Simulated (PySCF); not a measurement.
**Core-level binding energies of `OB(O)[C@H]1C=N1`**

C2H4BNO2.
Structure used (PBE0-D3(BJ)/def2-SVP), in Å, numbered top down from 1:
```
atom  x, y, z in Å
O1    -1.536   -0.658   -0.801
B2    -0.634   -0.172    0.100
O3    -0.929    0.151    1.391
C4     0.834    0.043   -0.390
C5     1.740    0.974    0.278
N6     1.982   -0.192    0.634
H7    -2.431   -0.772   -0.471
H8    -1.831   -0.030    1.670
H9     1.080   -0.257   -1.418
H10    2.093    1.993    0.457
```

Theory: delta-SCF UKS SCAN, pcX-2 on the ionised atom, pcseg-1 elsewhere, spin-free X2C (PySCF 2.14.0). These are vertical core ionisation energies against the vacuum level, from separate self-consistent calculations with and without the core hole.

Question: List the computed XPS lines with their assignment.

Answer: 
```tsv
atom(s)	bonded to	level	binding energy (eV)	above the level's lowest (eV)	count
O1/O3	H and B	O 1s	539.29	0.00	2
N6	C (double bond) and C	N 1s	405.10	0.00	1
C5	N (double bond), C and H	C 1s	292.19	+1.16	1
C4	N, C, H and B	C 1s	291.03	0.00	1
B2	2 O and C	B 1s	197.24	0.00	1
```

Lowest listed C 1s: C4, bonded to N, C, H and B. Highest, 1.16 eV above it: C5, bonded to N (double bond), C and H. Summing the Pauling electronegativity differences to the bonded atoms, each weighted by its formal bond order, gives -0.37 for the lowest site and +0.63 for the highest.

Question: Which effective nuclear charge Zeff reproduces each element's mean 1s value in the hydrogen-like formula E = 13.606 eV × Zeff²?

Answer: B (Z = 5): mean 197.2 eV, Zeff = 3.81, Z − Zeff = 1.19; C (Z = 6): mean 291.6 eV, Zeff = 4.63, Z − Zeff = 1.37; N (Z = 7): mean 405.1 eV, Zeff = 5.46, Z − Zeff = 1.54; O (Z = 8): mean 539.3 eV, Zeff = 6.30, Z − Zeff = 1.70. Means run over the listed sites, weighted by atom count.

Question: Give the binding energy of N 1s of N6 in hartree and in kJ/mol.

Answer: 405.10 eV = 14.8872 Eh = 39086 kJ/mol.

Topologically equivalent atoms share the value of their first member; where this conformer doesn't relate them by symmetry, their own values could differ. The unrestricted hole states depart most from a pure doublet (⟨S²⟩ = 0.75; over 0.85 named) for C 1s of C5 (0.91), which makes this value less certain. Isolated species at its PBE0-D3(BJ)/def2-SVP geometry (one conformer only).
